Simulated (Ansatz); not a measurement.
Calculated with Ansatz (gas phase, PBE0-D4/def2-TZVP geometries, no zero-point term in ΔE). CCSD(T)/CBS is the MP2 limit (def2-TZVPP, def2-QZVPP) plus CCSD(T) − MP2 in def2-TZVPP, frozen cores. This one scheme is used for every species. Functionals use def2-TZVPP. HSE06 is defined as in plane-wave codes. No spin–orbit coupling; open shells (•) take unrestricted orbitals. For Br outer-core shells are correlated without core-valence functions, which leaves a few kJ/mol of doubt a bond. Scalar relativity is left out up to krypton.

`[F][AlH][Br]` + `[SiH3]`• → `[F][Al][Br]`• + SiH₄  (hydrogen abstraction from the Al–H bond)

```csv
level,ΔE (kcal/mol)
ωB97M-V,-8.6
BLYP,-10.0
HSE06,-9.5
MP2/def2-QZVPP,-9.4
```

Task: What does CCSD(T)/CBS give? (Best estimate.)

Result: The calculation gave: -8.5 kcal/mol. The listed levels differ from it by -0.1, -1.5, -1.0, -0.9 kcal/mol.

Task: What do rigid-rotor, harmonic-oscillator terms from PBE0-D4/def2-TZVP frequencies (298.15 K, 1 bar) make of the CCSD(T)/CBS value? (An estimate is asked.)

Result: Ansatz gave: ΔZPE = +1.6 kcal/mol, ΔH = -7.1 kcal/mol, ΔS = -11 J/(mol·K), ΔG = -6.3 kcal/mol. Open shells count their whole term as degenerate.

Largest T1 diagnostic among the species: 0.015.

At CCSD(T), def2-SVP lies +1.8 kcal/mol from the extrapolated value and def2-TZVPP +0.3 kcal/mol. Leaving LDA and LC-ωPBE aside and taking each functional with its dispersion term where it has one, the values, not all of them listed here, spread over 4.0 kcal/mol, from PBE-D4 to B97M-V. LDA lies −1.1 kcal/mol from PBE without D4. From BLYP to BHLYP (50 % exact exchange), in def2-TZVPP and without D4, ΔE moves by +1.2 kcal/mol.
